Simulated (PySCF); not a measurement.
C₅H₁₅NSSi.
Structure used (GFN2-xTB), in Å, numbered top down from 1:
```
atom  x, y, z in Å
C1     4.837   -0.177    0.158
S2     3.343   -0.908    0.890
Si3    1.861    0.215   -0.177
C4     0.171   -0.337    0.454
C5    -0.952    0.353   -0.310
N6    -2.241    0.196    0.341
C7    -3.213    1.140   -0.169
C8    -2.745   -1.159    0.253
H9     4.848   -0.361   -0.911
H10    4.856    0.889    0.359
H11    5.688   -0.659    0.627
H12    2.055   -0.051   -1.605
H13    2.115    1.636    0.077
H14    0.078   -1.420    0.366
H15    0.063   -0.097    1.512
H16   -0.972   -0.017   -1.352
H17   -0.742    1.425   -0.350
H18   -4.139    1.033    0.394
H19   -2.838    2.153   -0.030
H20   -3.434    0.990   -1.238
H21   -2.902   -1.484   -0.789
H22   -3.696   -1.217    0.780
H23   -2.048   -1.842    0.731
```

Computed at PBE0/pcSseg-1 (PySCF, non-relativistic), with Q(33S) = −0.0678 b, Q(14N) = 0.02044 b: S2, 33S (I = 3/2): χzz = 37.32 MHz, η = 0.850; N6, 14N (I = 1): χzz = -6.145 MHz, η = 0.006.

Problem. Find the zero-field quadrupole resonance frequencies of 33S at S2.

Solution. From ν = (|χ|/2)√(1 + η²/3): ν = 20.79 MHz (sulfur bonded to C and Si).

Problem. Where would the pure quadrupole (NQR) lines of 14N at N6 fall for the rigid, isolated species?

Solution. From ν± = (3/4)|χ|(1 ± η/3) and ν0 = |χ|η/2: ν+ 4.619 MHz, ν− 4.599 MHz, ν0 0.019 MHz (tertiary amine nitrogen).

In a crystal, neighbours and librations shift these lines. GFN2-xTB bond lengths can be off by several hundredths of an ångström, more for odd bonds, and the gradients follow them. These gradients aren't converged with respect to the basis.

One conformer stands for the species.
